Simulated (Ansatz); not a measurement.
Cost and result for the atomization energy of ClGeH6N3 (`[NH2][Ge]([NH2])([NH2])[Cl]`) (11 atoms, 10 bonds).

Cartesian coordinates in Å:
```
N 0.333 -1.642 0.510
Ge -0.137 -0.125 -0.375
N -1.528 0.743 0.413
N 1.289 0.962 -0.675
Cl -0.850 -0.747 -2.304
H -0.418 -2.275 0.744
H 0.947 -1.511 1.300
H -1.842 1.586 -0.045
H -1.440 0.893 1.407
H 1.528 1.589 0.078
H 2.117 0.526 -1.053
```

Charge 0, multiplicity 1. Correlated methods include outer-core shells of Ge, which these sets cover unevenly. Scalar relativity is left out up to krypton. The geometry is a stationary point of PBE0-D4/def2-TZVP. It is one conformer, not always the lowest. Program: Ansatz. All runs use 4 threads of an Intel Xeon Platinum 8375C on a shared host. Times are those of one run each, without the atoms' runs, and a repeat can differ threefold. Electronic energies, without spin–orbit coupling; frozen cores. CCSD(T)/CBS adds CCSD(T) − MP2 in def2-TZVPP to the MP2 limit, and its time is that of the two runs behind it. T1 = 0.010. With those shells the extrapolation isn't a true limit. B3LYP takes the VWN-RPA correlation (the form of Gaussian; ORCA's B3LYP/G). HSE06 is the plane-wave form, built on full-range PBE exchange.

CCSD(T)/CBS is a level of theory with its own doubt, some kJ/mol a heavy atom from the limit and from the frozen cores, so smaller differences don't rank the functionals.

| level | functions | wall time | atomization (kJ/mol) | difference from CCSD(T)/CBS | per bond |
| --- | --- | --- | --- | --- | --- |
| BLYP-D4/def2-TZVPP | 267 | 1.9 s | 3640.4 | -5.2 | -0.5 |
| PBE-D4/def2-TZVPP (with forces) | 267 | 2.7 s | 3704.0 | 58.4 | 5.8 |
| HSE06-D4/def2-TZVPP | 267 | 3.7 s | 3618.9 | -26.7 | -2.7 |
| r2SCAN-D4/def2-TZVPP (with forces) | 267 | 4 s | 3605.3 | -40.3 | -4.0 |
| B3LYP-D4/def2-TZVPP (with forces) | 267 | 6 s | 3631.7 | -13.9 | -1.4 |
| B97M-V/def2-TZVPP | 267 | 6.5 s | 3634.0 | -11.6 | -1.2 |
| PBE-QIDH/def2-TZVPP | 267 | 6.5 s | 3581.1 | -64.5 | -6.5 |
| B2PLYP/def2-TZVPP | 267 | 7 s | 3586.4 | -59.2 | -5.9 |
| ωB97X-V/def2-TZVPP | 267 | 7.5 s | 3661.7 | 16.1 | 1.6 |
| CCSD(T)/def2-SVP | 122 | 8 s | 3295.1 | -350.5 | -35.1 |
| MP2/def2-QZVPP | 510 | 26 s | 3651.0 | 5.4 | 0.5 |
| CCSD(T)/def2-TZVPP | 267 | 3.9 min | 3521.5 | -124.1 | -12.4 |
| CCSD(T)/CBS(def2) | – | 4.4 min | 3645.6 | 0.0 | 0.0 |

The D4 term adds +42.4 kJ/mol with B3LYP and +22.4 kJ/mol with PBE0; it sums over pairs of atoms, weighted by their polarisabilities, and B3LYP, whose exchange is more repulsive, gets the larger term. At CCSD(T), def2-SVP lies −350.5 kJ/mol from the extrapolated value and def2-TZVPP −124.1 kJ/mol: correlation converges slowly with the basis, and small sets miss more of it in the bonded molecule than in its fragments. From BLYP to BHLYP (50 % exact exchange), in def2-TZVPP and without D4, the atomization energy moves by −116.8 kJ/mol: exact exchange takes away binding that semilocal exchange gives to molecules.

For some Ge, Se and Sn compounds the MP2-based and the directly extrapolated limit differ by 10 to 25 kJ/mol.
